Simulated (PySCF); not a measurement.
C4H6FNO.
Atom-mapped SMILES: `[O:1]=[C:2]1[CH2:3][C@@H:4]([F:5])[CH2:6][NH:7]1` (hydrogens: H8, H9 on C3; H10 on C4; H11, H12 on C6; H13 on N7)

The geometry is computed with GFN2-xTB (gas phase).

Task: What internal coordinates does the optimisation give?

Result: 
```
  bond  length (Å)   order
 O1=C2       1.205  double
 C2–C3       1.526  single
 C3–C4       1.525  single
 C4–F5       1.380  single
 C4–C6       1.538  single
 C6–N7       1.439  single
 C2–N7       1.350  single
 C3–H8       1.089  single
 C3–H9       1.089  single
C4–H10       1.094  single
C6–H11       1.096  single
C6–H12       1.094  single
N7–H13       1.006  single
```

Orders are formal, as drawn. A selection of angles:
```
     angle  degrees
  O1–C2–C3    127.1
  O1–C2–N7    125.8
  C3–C2–N7    107.1
  C2–C3–C4    105.4
  C2–C3–H8    109.3
  C2–C3–H9    110.3
  C4–C3–H8    112.1
  C4–C3–H9    111.3
  H8–C3–H9    108.4
  C3–C4–F5    110.1
  C3–C4–C6    105.4
 C3–C4–H10    113.9
  F5–C4–C6    109.3
 F5–C4–H10    105.4
 C6–C4–H10    112.8
  C4–C6–N7    103.9
 C4–C6–H11    111.1
 C4–C6–H12    110.1
 N7–C6–H11    111.2
 N7–C6–H12    111.6
H11–C6–H12    109.0
 C6–N7–H13    122.0
  C2–N7–C6    116.0
 C2–N7–H13    122.0
```

Dihedral angles: O1–C2–C3–C4 172° (antiperiplanar); C2–C3–C4–F5 -104° (anticlinal); C3–C4–C6–N7 -14° (synperiplanar); C4–C6–N7–C2 10° (synperiplanar); O1–C2–N7–C6 179° (antiperiplanar).

The 2 C–N bonds span 1.350 Å (C2–N7, drawn single) to 1.439 Å (C6–N7, drawn single), a spread of 0.089 Å. The 5-membered ring C2–C3–C4–C6–N7 has internal angles of 103.9° to 116.0°; it is slightly puckered (a soft mode that the optimisation may not have finished), 0.07 Å rms from its mean plane, widest ring torsion 14°. N7 (amide nitrogen) is planar (angles 122.0°, 122.0° and 116.0°, sum 360.0°, 0.01 Å off the plane of its three neighbours).

Point group: C1 (no symmetry element, even within 0.4 Å). Stationary, but not proved a minimum. The numbers are those of one conformer.
